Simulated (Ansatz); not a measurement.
Frontier orbitals of C$_{2}$H$_{8}$GeSi (`[SiH3][CH]1[CH2][GeH2]1`).

Cartesian coordinates in Å:
```
Si 1.6472 0.0875 0.5462
C 0.1854 -0.3845 -0.4812
C -0.8155 0.6863 -0.9298
Ge -1.5657 -0.5290 0.3761
H 2.2499 -1.1119 1.1867
H 2.7048 0.7748 -0.2507
H 1.2026 1.0327 1.6091
H 0.3701 -1.1683 -1.2124
H -0.6239 1.7067 -0.6124
H -1.1775 0.6220 -1.9502
H -1.6879 -0.0772 1.8245
H -2.4895 -1.6390 -0.1060
```

Charge 0, multiplicity 1. Correlated methods include outer-core shells of Ge, which these sets cover unevenly. Scalar relativity is left out up to krypton. All single points use the PBE0-D4/def2-TZVP geometry. Basis def2-TZVPP, Ansatz.

```json
{"functional": "ωB97X-V", "HOMO (eV)": "-8.77", "LUMO (eV)": "2.11"}
```

Question: Give HOMO and LUMO (eV) with LDA (SPW92), PBE, revPBE, BLYP, r2SCAN, B97M-V, PBE0, B3LYP, r2SCANh, r2SCAN0, HSE06 (plane-wave form), BHLYP, CAM-B3LYP, LC-ωPBE, ωB97M-V, HF. (An estimate is asked.)

Answer: The calculation gave: 
```json
{"functional": "LDA (SPW92)", "HOMO": "-5.74", "LUMO": "-0.84"}
{"functional": "PBE", "HOMO": "-5.59", "LUMO": "-0.64"}
{"functional": "revPBE", "HOMO": "-5.53", "LUMO": "-0.55"}
{"functional": "BLYP", "HOMO": "-5.43", "LUMO": "-0.54"}
{"functional": "r2SCAN", "HOMO": "-5.78", "LUMO": "-0.40"}
{"functional": "B97M-V", "HOMO": "-5.81", "LUMO": "-0.53"}
{"functional": "PBE0", "HOMO": "-6.59", "LUMO": "0.16"}
{"functional": "B3LYP", "HOMO": "-6.39", "LUMO": "-0.06"}
{"functional": "r2SCANh", "HOMO": "-6.16", "LUMO": "-0.11"}
{"functional": "r2SCAN0", "HOMO": "-6.72", "LUMO": "0.30"}
{"functional": "HSE06 (plane-wave form)", "HOMO": "-6.20", "LUMO": "-0.21"}
{"functional": "BHLYP", "HOMO": "-7.45", "LUMO": "0.99"}
{"functional": "CAM-B3LYP", "HOMO": "-7.81", "LUMO": "1.13"}
{"functional": "LC-ωPBE", "HOMO": "-9.10", "LUMO": "2.25"}
{"functional": "ωB97M-V", "HOMO": "-8.67", "LUMO": "1.87"}
{"functional": "HF", "HOMO": "-8.77", "LUMO": "3.09"}
```

B3LYP here is the variant with VWN-RPA as its local correlation; programs differ in this. LC-ωPBE has ω = 0.4 bohr⁻¹. Positive LUMOs are unbound and depend on the basis.
